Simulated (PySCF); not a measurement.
Computed Raman spectrum (relative Raman activity) of a molecule C6H8. Geometry: B3LYP-D3(BJ)/def2-SVP. One conformer was computed; it need not be the lowest. Level of theory: B3LYP-D3(BJ)/def2-SVP in PySCF 2.14.0. Frequencies are harmonic and unscaled.

ν (cm⁻¹): 903 (w), 910 (w), 1224 (w), 1384 (m), 1403 (vw), 1435 (vw), 1447 (w), 1449 (w), 1487 (w), 2361 (vs), 3016 (s), 3090 (m), 3093 (m), 3126 (w), 3129 (w), 3133 (s), 3220 (m), 3231 (w) (against the strongest line: vs over 80 %, s over 45 %, m over 15 %, w over 4 %, vw less)

Q: Identify the compound among the candidates.
(A) C=C1C=CCC1
(B) C=CC=C=CC
(C) CC#CC1CC1
(D) C=CC#CCC

A: C, CC#CC1CC1
